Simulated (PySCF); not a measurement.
Match the calculated data to a structure.

All candidates are C3H8OSi.

| technique | computed result |
| --- | --- |
| 1H NMR | chemical shifts (computed TMS as zero) by class: 6.22 (1 H), 5.22 (1 H), 5.10 (1 H), 5.05 (3 H), 4.27 (2 H) ppm [GIAO KT2/pcSseg-2] |
| NMR, other nuclei | isotropic shieldings of nuclei other than C and H, by class: 294 (1 O), 384 (1 Si) ppm [GIAO KT2/pcSseg-2] |
| Dipole | 0.95 D [PBE0/def2-SVPD] |
| 13C NMR | chemical shifts (computed TMS as zero) by class: 142.9 (1 C), 114.8 (1 C), 74.8 (1 C) ppm [GIAO KT2/pcSseg-2] |
| UV, first state | lowest singlet excitation: 6.57 eV (189 nm, f = 0.045) [TDDFT PBE0/def2-SVPD] |
| Triplet | lowest triplet excitation (Tamm–Dancoff): 4.32 eV [TDA PBE0/def2-SVPD] |
| Polarisability | 70.2 au [PBE0/def2-SVPD] |
| Rotational structure | rotational constants A, B, C: 19.713, 1.514, 1.492 GHz [PBE0-D3(BJ)/def2-SVP] |
| XPS | Si2p3/2 107.4, C1s 290.4, C1s 290.7, C1s 292.5, O1s 538.0, Si1s 1847.3 eV [ΔSCF SCAN, pcX-2 on the ionised atom, pcseg-1 elsewhere, spin-free X2C, 2p3/2 from a spin–orbit splitting computed afterwards within the 2p shell] |

Electronic properties: PySCF, gas phase, density fitting. Levels stand in brackets. Geometry: PBE0-D3(BJ)/def2-SVP, one conformer, isolated molecule. Each NMR value is the plain mean over a class of atoms that symmetry, rotation or inversion makes alike.

Question: Which candidate is it?
A. `C1CO[SiH2]C1`
B. `[SiH3]OC1CC1`
C. `C=CCO[SiH3]`

Answer: C. It is `C=CCO[SiH3]`. Numbering: `[CH2:1]=[CH:2][CH2:3][O:4][SiH3:5]`. Its formula, C3H8OSi, gives 1 degree of unsaturation: 0 rings and 1 π bond in the structure found. 3 carbons fall into 3 classes; from least to most shielded: alkene CH carbon [C2] (142.9 ppm), terminal =CH2 carbon [C1] (114.8 ppm), sp3 carbon bound to oxygen [C3] (74.8 ppm). Hydrogen classes from least to most shielded: 1 H on an alkene CH carbon, C2 (6.22 ppm), 1 H on a terminal =CH2 carbon, C1 (5.22 ppm), 1 H on a terminal =CH2 carbon, C1 (5.10 ppm), 3 H on an oxygen-bound silicon, Si5 (5.05 ppm), 2 H on an sp3 carbon bound to oxygen, C3 (4.27 ppm, a mean of values up to 0.6 ppm apart in this geometry). The other shieldings belong to: 294 ppm, silyl ether oxygen [O4]; 384 ppm, oxygen-bound silicon [Si5]. The core levels belong to: Si2p3/2 107.4 eV, oxygen-bound silicon [Si5]; C1s 290.4 eV, terminal =CH2 carbon [C1]; C1s 290.7 eV, alkene CH carbon [C2]; C1s 292.5 eV, sp3 carbon bound to oxygen [C3]; O1s 538.0 eV, silyl ether oxygen [O4]; Si1s 1847.3 eV, oxygen-bound silicon [Si5]. The optimised geometry has point group C1 and is an asymmetric top.

The others, at the same levels:
- `C1CO[SiH2]C1` fails: its computed core binding energies are Si2p3/2 107.0, C1s 290.3, C1s 290.9, C1s 292.1, O1s 537.7, Si1s 1846.9 eV, rotational constant A is 6.028 GHz (against 19.713 GHz) and smallest rotational constant is 2.859 GHz (against 1.492 GHz).
- `[SiH3]OC1CC1` fails: it has 2 carbon classes against 3; its computed 13C shifts are 53.3 (1 C), 7.8 (2 C) ppm, core binding energies are Si2p3/2 107.4, C1s 290.7 (×2), C1s 292.2, O1s 538.1, Si1s 1847.3 eV and 1H shifts are 4.97 (3 H), 3.48 (1 H), 0.47 (2 H), 0.43 (2 H) ppm.

Each candidate is one conformer, not necessarily the lowest. The conformers computed, where there is a choice (atom-mapped SMILES and torsion angles):
- `[CH2:1]=[CH:2][CH2:3][O:4][SiH3:5]`: C1–C2–C3–O4 -131°, C2–C3–O4–Si5 177°
- `[SiH3:1][O:2][CH:3]1[CH2:4][CH2:5]1`: Si1–O2–C3–C4 -151°
